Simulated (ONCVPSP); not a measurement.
# Logarithmic derivatives: Si (Z = 14), ONCV

```
Element                 : Si
Generator               : ONCVPSP 4.0.1
Type                    : optimised norm-conserving Vanderbilt (ONCV)
Functional              : LDA (Perdew-Wang 92)
Relativity              : scalar-relativistic
Frozen core             : [Ne]
Valence charge          : 4
Reference configuration : 3s1.75 3p2.25
Partial waves           : 3s: rc 1.65 bohr, ncon 4, nbas 8, qcut 3.5 1/bohr, 3 projectors, debl 2.9 Ha; 3p: rc 1.50 bohr, ncon 5, nbas 9, qcut 5.8 1/bohr, 3 projectors, debl 1.2 Ha
Local potential         : polynomial inside 1.35 bohr (lpopt 2, dvloc0 0 Ha)
Core correction         : Teter function, fcfact 1.5, rcfact 1.65
```

The phase is arctan(r·R′/R) of the radial function R(r), unwrapped; energies in Ha, scanned from -2 to 5 Ha. A pole is an energy at which the radial function vanishes at the test radius. The pseudo phase is shifted by a multiple of π to meet the all-electron one at the reference energy, and phase errors are pseudo minus all-electron; the curves can meet again beyond the range given. Levels narrower than the energy grid can be missing from the lists of poles.

**Question.** For each channel, where are the poles, and over which energies does the pseudopotential scatter like the atom?

**Answer.**

```csv
channel,radius (bohr),reference energy (Ha),"poles, all-electron","poles, pseudo",unbroken range about the reference energy with phases within 0.05 rad,phase error 1 Ha above the reference energy (rad)
s,1.67,-0.41,2.32,2.32,the whole range,-0.000
p,1.52,-0.16,3.74,3.73,the whole range,+0.000
```

Note: ghosts flagged at negative energy: p at -98.0 eV; GHOST(+) flagged for s at 259.6 eV. A true bound ghost makes a file unfit for plane-wave use.

Phases in the s channel:

```
E (Ha)  all-electron  pseudo
 -1.98         0.946   0.943
 -1.80         0.872   0.869
 -1.62         0.778   0.775
 -1.44         0.655   0.653
 -1.26         0.493   0.492
 -1.08         0.285   0.283
 -0.90         0.030   0.029
 -0.72        -0.249  -0.249
 -0.54        -0.512  -0.512
 -0.36        -0.732  -0.732
 -0.18        -0.904  -0.904
  0.00        -1.036  -1.036
  0.18        -1.137  -1.137
  0.36        -1.215  -1.216
  0.54        -1.278  -1.278
  0.72        -1.330  -1.330
  0.90        -1.372  -1.373
  1.08        -1.409  -1.409
  1.26        -1.440  -1.440
  1.44        -1.468  -1.468
  1.62        -1.492  -1.492
  1.80        -1.515  -1.515
  1.98        -1.535  -1.535
  2.16        -1.555  -1.555
  2.34        -1.573  -1.573
  2.52        -1.591  -1.591
  2.70        -1.608  -1.608
  2.88        -1.625  -1.625
  3.06        -1.642  -1.642
  3.24        -1.659  -1.659
  3.42        -1.677  -1.678
  3.60        -1.697  -1.697
  3.78        -1.717  -1.717
  3.96        -1.740  -1.740
  4.14        -1.765  -1.765
  4.32        -1.793  -1.793
  4.50        -1.826  -1.826
  4.68        -1.865  -1.865
  4.86        -1.912  -1.913
```
